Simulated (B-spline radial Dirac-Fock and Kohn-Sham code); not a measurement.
These are calculated numbers from a radial B-spline solver; the model is Dirac-Fock (average of configuration) total-energy differences with a finite nucleus, the Breit interaction including its frequency dependence, and self-energy and vacuum-polarisation corrections. Free atoms and ions in their tabulated ground configurations, energies from the vacuum level.

Q: Order these levels by binding energy, lowest first.
A. Ni 4s
B. Pr⁺ 6s
C. Ge⁺ 4p
D. O 2p
E. Ar 3p1/2
F. Br 4p

A: A (7.34 eV), B (9.84 eV), F (11.53 eV), D (14.57 eV), E (14.87 eV), C (15.14 eV).
